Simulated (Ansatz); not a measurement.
Input file for Ansatz (an electronic-structure program): U-CCSD(T)/def2-TZVPP on MnN, 2S+1 = 5, a spin state set in the input, which need not be the lowest, a point of a bond scan (R = 1.657 Å).

Ansatz 0.2 input:
```yaml
crystal:
  periodic: [false, false, false]
  atoms:
    - {symbol: Mn, position_ang: [0.00000000, 0.00000000, 0.00000000]}
    - {symbol: N, position_ang: [0.00000000, 0.00000000, 1.65692000]}
basis:
  gaussian:
    orbitals: def2-TZVPP
    pivot_positions_ang: [[0.00000000, 0.00000000, 0.00000000], [0.00000000, 0.00000000, 1.65692000]]
magnetization: {spin_polarized: true, initial_magnetization: 4}
correlation: {method: ccsd_t, electrons: valence}
output: {orbitals: {seedname: ./end}}
```

Output:

```
WARN ansatz: RAYON_NUM_THREADS=1 ignored (pool sized by the plan → 1); use --threads N
Functional definition: HF
integrals: 0.15 GiB planned
736 factors; integrals over basis functions are off by at most 2.2e-4 eV
mean field: 0.24 GiB planned
mean field evaluation 1: about -32757.8250 eV, gradient 3.2e1 eV
mean field evaluation 2: about -32757.8273 eV, gradient 3.2e1 eV
mean field evaluation 4: about -32762.0401 eV, gradient 1.0e1 eV
mean field evaluation 8: about -32762.1243 eV, gradient 3.2e0 eV
mean field evaluation 16: about -32768.1127 eV, gradient 5.1e-3 eV
mean field evaluation 32: about -32738.3021 eV, gradient 1.1e2 eV
mean field evaluation 64: about -32761.7289 eV, gradient 1.1e0 eV
mean field evaluation 96: about -32764.9374 eV, gradient 1.6e-1 eV
mean field evaluation 128: about -32754.0668 eV, gradient 6.2e1 eV
mean field evaluation 160: about -32761.6549 eV, gradient 3.3e-1 eV
mean field evaluation 192: about -32761.8907 eV, gradient 1.9e0 eV
mean field evaluation 224: about -32764.9324 eV, gradient 4.2e-1 eV
mean field evaluation 256: about -32763.5851 eV, gradient 2.4e0 eV
mean field evaluation 288: about -32758.3327 eV, gradient 1.9e1 eV
mean field evaluation 320: about -32768.1121 eV, gradient 8.1e-2 eV
mean field evaluation 352: about -32766.0313 eV, gradient 5.4e-1 eV
mean field evaluation 384: about -32767.7152 eV, gradient 4.5e-2 eV
mean field evaluation 416: about -32767.9928 eV, gradient 1.2e0 eV
mean field evaluation 448: about -32765.7309 eV, gradient 1.0e-3 eV
mean field evaluation 480: about -32766.0101 eV, gradient 2.0e0 eV
mean field evaluation 512: about -32765.9544 eV, gradient 1.3e0 eV
mean field evaluation 544: about -32765.5074 eV, gradient 2.3e-1 eV
mean field evaluation 576: about -32764.3462 eV, gradient 3.1e-2 eV
mean field evaluation 608: about -32764.1765 eV, gradient 1.0e-3 eV
mean field evaluation 640: about -32763.2800 eV, gradient 6.6e-3 eV
mean field evaluation 672: about -32763.6859 eV, gradient 3.0e-1 eV
mean field evaluation 704: about -32763.6872 eV, gradient 4.7e-4 eV
mean field evaluation 736: about -32762.1593 eV, gradient 2.3e-3 eV
mean field evaluation 768: about -32763.5416 eV, gradient 1.5e0 eV
mean field evaluation 800: about -32761.0499 eV, gradient 2.4e1 eV
mean field evaluation 832: about -32762.7311 eV, gradient 2.5e-2 eV
mean field evaluation 864: about -32762.4393 eV, gradient 1.9e-1 eV
mean field evaluation 896: about -32762.5377 eV, gradient 2.8e-1 eV
mean field evaluation 928: about -32762.5398 eV, gradient 2.8e-3 eV
mean field evaluation 960: about -32763.2464 eV, gradient 9.0e-4 eV
mean field evaluation 992: about -32763.2475 eV, gradient 1.3e-1 eV
mean field evaluation 1024: about -32766.0074 eV, gradient 6.0e-4 eV
mean field evaluation 1056: about -32764.3462 eV, gradient 2.7e-3 eV
mean field evaluation 1088: about -32766.1099 eV, gradient 3.2e-4 eV
mean field evaluation 1120: about -32760.5633 eV, gradient 1.9e1 eV
mean field evaluation 1152: about -32755.7284 eV, gradient 3.5e0 eV
mean field evaluation 1184: about -32760.5799 eV, gradient 1.4e1 eV
mean field evaluation 1216: about -32756.9173 eV, gradient 2.0e1 eV
mean field evaluation 1248: about -32765.7309 eV, gradient 3.9e-4 eV
mean field evaluation 1280: about -32765.0357 eV, gradient 1.7e0 eV
mean field evaluation 1312: about -32763.8282 eV, gradient 1.1e-2 eV
mean field evaluation 1344: about -32763.8791 eV, gradient 1.2e-1 eV
mean field evaluation 1376: about -32764.0396 eV, gradient 1.3e-2 eV
mean field evaluation 1408: about -32759.1235 eV, gradient 1.4e1 eV
mean field evaluation 1440: about -32762.7876 eV, gradient 2.8e-4 eV
mean field evaluation 1472: about -32765.5196 eV, gradient 2.4e-2 eV
mean field -32768.11231270 eV, -1204.2059164673 hartree, gradient 2.8e-6 eV, S^2 7.718256; 29 other end points of the search recorded, 0 dependent functions left out
determinant -32768.11231270 eV, -1204.2059164673 hartree, with singles and doubles -32785.26942550 eV, -1204.8364287335 hartree
determinant -32767.71520988 eV, -1204.1913232078 hartree, with singles and doubles -32784.50178595 eV, -1204.8082185002 hartree
determinant -32766.10988465 eV, -1204.1323285940 hartree, with singles and doubles -32783.25730795 eV, -1204.7624847772 hartree
determinant -32766.00741643 eV, -1204.1285629563 hartree, with singles and doubles -32782.81798326 eV, -1204.7463398925 hartree
determinant -32765.73091216 eV, -1204.1184016119 hartree, with singles and doubles -32782.79654375 eV, -1204.7455520051 hartree
determinant -32765.52307567 eV, -1204.1107637618 hartree, with singles and doubles -32783.73806233 eV, -1204.7801521750 hartree
determinant -32764.94676988 eV, -1204.0895849147 hartree, with singles and doubles -32784.78657087 eV, -1204.8186841529 hartree
determinant -32764.94647910 eV, -1204.0895742287 hartree, with singles and doubles -32784.87025839 eV, -1204.8217596126 hartree
determinant -32761.60767435 eV, -1203.9668754170 hartree, with singles and doubles -32784.04793727 eV, -1204.7915398688 hartree
determinant -32768.11231270 eV, -1204.2059164673 hartree, with singles and doubles -32785.44555483 eV, -1204.8429013670 hartree
determinant -32764.94676988 eV, -1204.0895849147 hartree, with singles and doubles -32785.21417417 eV, -1204.8343982845 hartree
determinant -32764.94647910 eV, -1204.0895742287 hartree, with singles and doubles -32785.23681956 eV, -1204.8352304871 hartree
6 core orbitals not correlated
reference -32768.11231270 eV, -1204.2059164673 hartree; 12, 8 occupied and 77, 81 virtual orbitals, 736 factors
second order -16.24218937 eV of doubles, -0.00000000 eV of singles
coupled cluster: 0.52 GiB planned
cycle   1  -17.33324308 eV  change   -9.5e-7 eV  update   5.3e-6
coupled cluster: 0.53 GiB planned
perturbative correction -0.82603102 eV, -0.0303560802 hartree
Total energy: -32786.27158680 eV, -1204.8732574820 hartree
```

Self-consistency was reached. Its determinant has ⟨S²⟩ = 7.72, a mixture of spin states.

Cost: very roughly 100 core-seconds.
